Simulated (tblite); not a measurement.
Record of a relaxation.

Compound: C2H8GeOSi2.
SMILES with atom numbers: `[CH:1]#[C:2][Si@@:3]([OH:4])([SiH3:5])[GeH3:6]` (hydrogens: H7 on C1; H8 on O4; H9, H10, H11 on Si5; H12, H13, H14 on Ge6)

Computed with GFN2-xTB (tblite), gas phase: L-BFGS steps from a force-field or distance-geometry start until the largest atomic force falls under 0.01 eV/Å. 9 of its 77 geometries are shown.

Step 0: E = -482.8883 eV, largest atomic force 2.138 eV/Å
```
atom  x, y, z in Å  |  force x, y, z in eV/Å
C1     -1.448    2.552   -0.523   -0.947   1.788  -0.692
C2     -0.901    1.570   -0.127    0.617  -0.654   0.513
Si3    -0.043    0.056    0.482   -0.283   0.151   1.241
O4     -0.119    0.019    2.167    1.759  -0.248  -0.491
Si5    -1.286   -1.656   -0.276   -0.739  -0.418  -0.352
Ge6     2.089    0.008   -0.376    0.148   0.608  -0.266
H7     -1.936    3.443   -0.880    0.342  -0.710   0.252
H8      0.756   -0.181    2.593   -1.457   0.404  -0.443
H9     -2.626   -1.496    0.293   -0.040  -0.220  -0.085
H10    -0.717   -2.928    0.179   -0.094  -0.133  -0.173
H11    -1.419   -1.579   -1.752    0.070  -0.205   0.323
H12     2.096    0.925   -1.636    0.319  -0.496   0.561
H13     3.028    0.655    0.675    0.117  -0.400  -0.586
H14     2.523   -1.389   -0.840    0.188   0.533   0.198
```

Step 10: E = -483.2820 eV, largest atomic force 0.369 eV/Å
```
atom  x, y, z in Å  |  force x, y, z in eV/Å
C1     -1.457    2.606   -0.517   -0.072   0.134  -0.018
C2     -0.877    1.666   -0.043    0.023  -0.167   0.100
Si3    -0.122    0.059    0.513    0.066   0.062  -0.159
O4     -0.054    0.037    2.141   -0.176  -0.005   0.087
Si5    -1.388   -1.707   -0.267   -0.006   0.003  -0.010
Ge6     2.054    0.083   -0.366    0.255   0.174  -0.202
H7     -1.952    3.452   -0.902    0.039   0.001   0.009
H8      0.735   -0.126    2.645    0.103   0.056   0.017
H9     -2.747   -1.618    0.273    0.011  -0.128  -0.078
H10    -0.785   -2.998    0.104   -0.102   0.018   0.001
H11    -1.424   -1.672   -1.736   -0.060  -0.020   0.100
H12     2.242    0.899   -1.627    0.005  -0.102   0.193
H13     3.167    0.572    0.537   -0.048   0.029  -0.029
H14     2.608   -1.253   -0.778   -0.039  -0.057  -0.012
```

Step 19: E = -483.3058 eV, largest atomic force 0.112 eV/Å
```
atom  x, y, z in Å  |  force x, y, z in eV/Å
C1     -1.454    2.615   -0.495   -0.008   0.023  -0.016
C2     -0.894    1.661   -0.025    0.017   0.006  -0.031
Si3    -0.104    0.064    0.496   -0.008  -0.068  -0.041
O4     -0.069    0.019    2.128    0.016  -0.052   0.084
Si5    -1.394   -1.706   -0.255   -0.050  -0.094  -0.035
Ge6     2.088    0.099   -0.372    0.082   0.051  -0.054
H7     -1.936    3.462   -0.892   -0.004   0.041   0.031
H8      0.732   -0.066    2.636   -0.005   0.077  -0.007
H9     -2.770   -1.692    0.241   -0.006   0.023   0.021
H10    -0.833   -3.014    0.108    0.020   0.009   0.023
H11    -1.457   -1.686   -1.719    0.002   0.014  -0.023
H12     2.287    0.906   -1.623   -0.002  -0.029   0.045
H13     3.200    0.594    0.528   -0.047  -0.023  -0.012
H14     2.603   -1.258   -0.779   -0.007   0.022   0.016
```

Step 28: E = -483.3331 eV, largest atomic force 0.508 eV/Å
```
atom  x, y, z in Å  |  force x, y, z in eV/Å
C1     -1.428    2.623   -0.469   -0.028   0.087   0.010
C2     -0.883    1.627   -0.073    0.043  -0.026   0.125
Si3    -0.104    0.025    0.468   -0.211  -0.127  -0.188
O4     -0.050   -0.121    2.094   -0.310  -0.135  -0.251
Si5    -1.421   -1.747   -0.261   -0.013  -0.078   0.009
Ge6     2.088    0.114   -0.378    0.158   0.081  -0.117
H7     -1.896    3.507   -0.797    0.006  -0.010  -0.018
H8      0.699    0.164    2.591    0.325   0.218   0.324
H9     -2.803   -1.722    0.242    0.150   0.023  -0.037
H10    -0.843   -3.046    0.141   -0.078   0.144  -0.100
H11    -1.493   -1.703   -1.734    0.020  -0.055   0.159
H12     2.342    0.918   -1.625   -0.060  -0.046   0.083
H13     3.184    0.599    0.544   -0.042   0.002   0.031
H14     2.608   -1.238   -0.765    0.040  -0.079  -0.030
```

Step 38: E = -483.3652 eV, largest atomic force 0.070 eV/Å
```
atom  x, y, z in Å  |  force x, y, z in eV/Å
C1     -1.407    2.640   -0.423    0.002   0.000   0.007
C2     -0.883    1.629   -0.032    0.026  -0.008  -0.016
Si3    -0.103   -0.004    0.417   -0.040   0.008   0.018
O4      0.002   -0.177    2.039   -0.024   0.022   0.062
Si5    -1.433   -1.775   -0.258    0.032  -0.019  -0.023
Ge6     2.103    0.093   -0.405    0.005   0.009  -0.012
H7     -1.863    3.532   -0.749    0.016  -0.014   0.030
H8      0.604    0.339    2.571   -0.053   0.002  -0.013
H9     -2.803   -1.713    0.258    0.063  -0.006  -0.005
H10    -0.857   -3.073    0.113   -0.036   0.013   0.029
H11    -1.504   -1.766   -1.723   -0.032   0.002  -0.010
H12     2.349    0.926   -1.628    0.029  -0.026   0.005
H13     3.137    0.601    0.577   -0.023  -0.012  -0.043
H14     2.658   -1.253   -0.780    0.035   0.028  -0.028
```

Step 48: E = -483.3734 eV, largest atomic force 0.113 eV/Å
```
atom  x, y, z in Å  |  force x, y, z in eV/Å
C1     -1.385    2.642   -0.393    0.009  -0.024   0.014
C2     -0.867    1.617   -0.033   -0.008   0.032  -0.046
Si3    -0.098   -0.023    0.407   -0.029   0.023   0.006
O4     -0.016   -0.168    2.034   -0.064  -0.066  -0.066
Si5    -1.423   -1.794   -0.266   -0.004  -0.023   0.005
Ge6     2.105    0.082   -0.429    0.055  -0.017   0.053
H7     -1.838    3.544   -0.695    0.019  -0.013   0.022
H8      0.511    0.416    2.570    0.038   0.058   0.062
H9     -2.782   -1.705    0.272    0.008  -0.011  -0.003
H10    -0.871   -3.096    0.121   -0.008   0.007   0.009
H11    -1.524   -1.795   -1.730   -0.004   0.004   0.006
H12     2.366    0.922   -1.641   -0.001   0.018  -0.017
H13     3.115    0.599    0.570    0.002   0.008  -0.033
H14     2.707   -1.242   -0.809   -0.011   0.004  -0.010
```

Step 57: E = -483.3765 eV, largest atomic force 0.028 eV/Å
```
atom  x, y, z in Å  |  force x, y, z in eV/Å
C1     -1.371    2.647   -0.374    0.017   0.003  -0.007
C2     -0.853    1.605   -0.068   -0.008   0.008   0.015
Si3    -0.093   -0.034    0.391   -0.008   0.010   0.000
O4     -0.041   -0.163    2.021   -0.004   0.001  -0.005
Si5    -1.425   -1.809   -0.260    0.001  -0.005  -0.010
Ge6     2.121    0.081   -0.429    0.017  -0.008   0.020
H7     -1.815    3.563   -0.644    0.002  -0.006   0.004
H8      0.440    0.452    2.571   -0.007  -0.006  -0.007
H9     -2.783   -1.716    0.281    0.014  -0.005   0.003
H10    -0.877   -3.112    0.131    0.001   0.005   0.011
H11    -1.534   -1.814   -1.722   -0.004  -0.004  -0.005
H12     2.367    0.926   -1.643   -0.015   0.012  -0.020
H13     3.138    0.613    0.552   -0.001  -0.013  -0.007
H14     2.725   -1.238   -0.828   -0.005   0.007   0.010
```

Step 66: E = -483.3771 eV, largest atomic force 0.024 eV/Å
```
atom  x, y, z in Å  |  force x, y, z in eV/Å
C1     -1.362    2.653   -0.374   -0.001  -0.002   0.006
C2     -0.851    1.608   -0.066    0.001   0.005   0.001
Si3    -0.092   -0.033    0.386   -0.009   0.006   0.007
O4     -0.050   -0.166    2.016   -0.004  -0.002  -0.004
Si5    -1.422   -1.812   -0.263   -0.001  -0.001  -0.004
Ge6     2.123    0.082   -0.427    0.009  -0.014   0.017
H7     -1.809    3.570   -0.636    0.010   0.001  -0.005
H8      0.420    0.454    2.568   -0.001  -0.002   0.005
H9     -2.775   -1.720    0.286    0.001   0.000  -0.002
H10    -0.875   -3.112    0.138    0.010   0.001   0.000
H11    -1.537   -1.824   -1.725   -0.001  -0.007   0.003
H12     2.352    0.927   -1.644    0.003   0.009  -0.016
H13     3.149    0.610    0.546   -0.008   0.003  -0.007
H14     2.727   -1.237   -0.827   -0.009   0.004  -0.003
```

Step 76: E = -483.3775 eV, largest atomic force 0.009 eV/Å
```
atom  x, y, z in Å  |  force x, y, z in eV/Å
C1     -1.353    2.663   -0.374    0.000   0.000   0.006
C2     -0.850    1.616   -0.060   -0.001   0.001  -0.004
Si3    -0.097   -0.029    0.389   -0.001   0.000   0.000
O4     -0.064   -0.172    2.018    0.007   0.004   0.002
Si5    -1.417   -1.815   -0.265    0.000  -0.001   0.001
Ge6     2.119    0.083   -0.426   -0.001   0.001  -0.002
H7     -1.793    3.581   -0.641    0.007   0.002  -0.003
H8      0.406    0.441    2.578   -0.005  -0.004  -0.003
H9     -2.770   -1.725    0.285    0.000  -0.009   0.000
H10    -0.854   -3.106    0.143   -0.002  -0.002   0.002
H11    -1.536   -1.842   -1.726    0.007   0.006   0.002
H12     2.341    0.925   -1.647   -0.003   0.004  -0.008
H13     3.154    0.615    0.535   -0.006  -0.005   0.002
H14     2.714   -1.237   -0.831   -0.001   0.002   0.005
```

**Question.** Summarise the path.

**Answer.** The energy falls by 11.28 kcal/mol from step 0 to step 76; nine tenths of that is first reached at step 27. It rises by more than 0.2 meV at step 29. The largest force goes from 2.138 to 0.009 eV/Å. Among the bonds Si3–Si5 changes most, from 2.247 to 2.314 Å; the atoms move by 0.287 Å rms after alignment.

What follows is the cost of the whole relaxation. Hardware: an Arm Neoverse N1 with one thread, on a shared host. Cost: 0.88 s wall.
